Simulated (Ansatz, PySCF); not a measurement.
System: SnH3, net charge 1, singlet state. 
Geometry from a B3LYP-D3(BJ)/def2-TZVP (Ansatz, an electronic-structure program) optimisation:
SMILES: [SnH3+]
```xyz
4

Sn     0.0000     0.0000     0.0000
H      0.6251    -0.4787     1.4968
H     -0.3657     1.6269    -0.2824
H     -0.2594    -1.1482    -1.2144
```
Charge +1, spin multiplicity 1.

Property: vertical ionisation energy (to the doublet state of charge +2; each state is the SCF solution reached for its spin; the molecule has degenerate orbitals, so one determinant may break the symmetry; the UHF <S^2> is 0.87 for the doublet (pure: 0.75)), in eV. Valence correlation only, unless marked. UHF or UKS for open shells. No spin-orbit coupling. Frozen are the shells of the preceding noble gas and the d and f shells that filled before the atom's block. Past Kr the def2 sets carry scalar-relativistic core potentials. Basis-set limits of correlation are two-point, X^-3; Hartree-Fock from the larger set.

```csv
level,program,vertical ionisation energy (eV)
r2SCAN/def2-TZVPD,Ansatz,…
B3LYP/def2-TZVPD,Ansatz,18.76
M06-2X/def2-TZVPD,PySCF,18.69
SCS-MP2/def2-QZVPPD,Ansatz,18.97
"CCSD(T)/CBS(def2-TZVPPD,def2-QZVPPD)",Ansatz,18.85
```

Problem. What belongs in the gaps?

Solution. 
- r2SCAN/def2-TZVPD, vertical ionisation energy (eV): 18.63
